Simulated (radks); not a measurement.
Initial-state core-level shifts of the cerium ion Ce3+ when its valence configuration changes from [Xe] 4f1. Calculated with a radial shooting solver on a logarithmic mesh with Libxc functionals: Dirac Kohn-Sham, PBE, spin-unpolarised, spherical densities, finite nucleus; open shells are shared between the two j in proportion to 2j + 1; Fermi nuclear charge, rms radius 4.8771 fm. Shifts are changes of the shell-averaged eigenvalues in eV (positive: less bound); the change of the density at the nucleus, which sets a Mossbauer isomer shift, is in e/bohr^3, on a base of 3.829e+05.

| valence | 1s | 4s | 4p | 5p | density at nucleus |
|---|---|---|---|---|---|
| 6p1 | -11.912 | -13.072 | -12.796 | -6.492 | +32.12 |
| 4f0.5 5d0.5 | -3.776 | -4.355 | -4.229 | -1.529 | +12.03 |
| 5d1 | -7.785 | -8.942 | -8.674 | -3.071 | +25.07 |
| 6s1 | -10.928 | -12.089 | -11.815 | -5.612 | +69.73 |
| 4f0.5 6p0.5 | -5.779 | -6.364 | -6.235 | -3.221 | +15.31 |
